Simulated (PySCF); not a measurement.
**Ionisation energy of Ta⁵¹⁺ by level of theory**

Ta⁵¹⁺ [Ar] 3d4 (5D) → Ta⁵²⁺ [Ar] 3d3 (4F), as a difference of total energies. Calculation: PySCF 2.14, in an uncontracted even-tempered set (17 s from 12 bohr⁻², ratio 2.5; 12 p from 16 bohr⁻², ratio 2.5; 7 d from 16 bohr⁻², ratio 2.5; 4 f from 58 bohr⁻², ratio 2.7; 3 g from 87 bohr⁻², ratio 2.7); the spin-free X2C one-electron Hamiltonian (Gaussian nucleus). Correlated levels: outer shells: [Ne] frozen; virtual orbitals above 40 to 60 times the deepest correlated orbital energy dropped. The calculations carry no spin-orbit coupling.

```csv
method,ionisation energy (eV)
UHF,4715.0
LDA,4713.7
PBE0,4713.8
r2SCAN,4712.7
TPSS,4711.2
PW91,4713.2
SCS-MP2 (outer shells),4714.9
```

Problem. Estimate what PBE gives.

Solution. 4712.7 eV, closest to r2SCAN among the rows shown.

Problem. Estimate what MP2 (outer shells) gives.

Solution. 4715.4 eV, closest to UHF among the rows shown.

Spin-orbit coupling is strong in these open shells (close to jj coupling). The scalar numbers leave it out and a first-order estimate fails, so it can dominate the gap to the real levels.

Breit and QED terms and the two-electron picture change are absent.

For comparison: 4745 ± 4 eV (theoretical estimate listed by NIST; NIST Atomic Spectra Database, ionization energies).
